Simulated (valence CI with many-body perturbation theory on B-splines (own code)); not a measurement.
**Questions on Tm30+**

Calculated by relativistic CI+MBPT: three valence electrons over a frozen Dirac-Fock core [Kr], a basis of 7 s, 7 p, 8 d, 6 f, 4 g, 1 h functions for each j, with the one-electron correlation potential Σ1, the two-electron term Σ2, the three-electron term Σ3, Breit, model QED; selected CI, second order for the rest, scaled by the run's own slope (own B-spline code, finite nucleus).

The last digits are not significant, and no measured levels were compared; by estimate large intervals hold to a few tenths of a per cent, small ones and those within an open d or f shell to about a per cent. Only levels of the ground parity were solved; by the run's estimate the other parity begins above the list, which can be wrong where configurations are misplaced.

Levels are named by their leading jj configuration (3d3/2^4 stands for four electrons in 3d with j = 3/2), which in mixed levels can hold well under half, so a name can repeat and another be missing.

Rates and lifetimes use the calculated energies. Strong lines usually hold to 10 to 20 %, long lifetimes can be off by a factor of two.

(1) What is the ground level?

(2) Name the longest-lived excited levels whose lifetime is computed, and their main decay.

(3) How well does LS coupling describe the low levels?

(4) What is the ionisation energy?

Answers

(1) (4d3/2^3) J=3/2, composition 56 % 4d3 4F + 32 % 4d3 2D + 8 % 4d3 2P, g = 0.652.

(2) (4d3/2^2 4d5/2) J=9/2 at 106890 cm⁻¹ lives 1.45 s, mostly by M1 to (4d3/2^2 4d5/2) J=7/2.

(3) Among the lowest 19 levels the leading LS term, summed over configurations, holds 59 % on average. For single configurations the figures are 59 % in LS and 92 % in jj coupling. Terms mix most in the J = 3/2 level at 95459 cm⁻¹, where the leading one holds 41 %.

(4) 1158.6 eV; NIST lists 1157 ± 4 eV (theoretical).
